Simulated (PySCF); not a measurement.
Breaking a bond: SMILES [Be]([F])[F] (BeF2), singlet. The Be1–F3 bond (Be1 also carries F; F3 carries nothing else) is varied alone, starting from the PBE0/def2-TZVP optimised geometry.

Levels of theory: RKS-CAM-B3LYP = restricted CAM-B3LYP/6-31G in PySCF 2.14.0; UKS-M06-2X = unrestricted M06-2X/6-31G (PySCF); UHF/6-31G (PySCF); NEVPT2 = SC-NEVPT2 on CASSCF(2,2)/6-31G, all electrons correlated (PySCF).

Energies are in kcal/mol, each relative to the lowest point of its own curve near equilibrium.

```
R / Å  RKS-CAM-B3LYP  UKS-M06-2X    UHF  NEVPT2
-----  -------------  ----------  -----  ------
1.04           108.6       110.8  111.7   119.8
1.09            71.1        72.9   73.5    80.6
1.16            35.9        37.1   37.5    43.2
1.25            11.1        11.8   12.0    15.5
1.31             3.3         3.6    3.7     5.8
1.35             0.8         0.9    1.0     2.1
1.38             0.0         0.1    0.1     0.6
1.41             0.0         0.0    0.0     0.0
1.46             1.6         1.4    1.4     0.6
1.51             4.6         4.3    4.4     2.8
1.61            13.6        13.2   13.5    10.5
1.72            26.1        25.8   26.4    22.1
1.87            44.8        44.8   45.9    40.2
2.08            70.5        71.3   73.3    66.2
2.28            92.6        94.1   94.8    89.1
2.46           110.0       112.2  103.8   107.0
2.74           132.8       131.1  109.8   127.6
3.06           153.5       143.3  112.5   141.3
3.35           168.5       150.0  113.5   147.4
3.68           182.0       154.5  114.1   150.6
4.15           195.9       157.1  114.4   152.1
4.84           208.2       157.9  114.6   152.6
```

At the longest distance, 4.84 Å, RKS-CAM-B3LYP lies highest above its minimum (208.2 kcal/mol) and UHF lowest (114.6 kcal/mol).

At the longest distance RKS-CAM-B3LYP leaves fractional charges on the fragments, a sign of delocalisation error or of the restricted form. The restricted form behind RKS-CAM-B3LYP keeps the bonding electrons paired and can't separate into open-shell fragments. The unrestricted determinant behind UKS-M06-2X is spin-contaminated at 2.46 to 4.84 Å (<S²> up to 1.0, against 0.00 for a pure singlet). The unrestricted determinant behind UHF is spin-contaminated at 2.28 to 4.84 Å (<S²> up to 1.0, against 0.00 for a pure singlet).
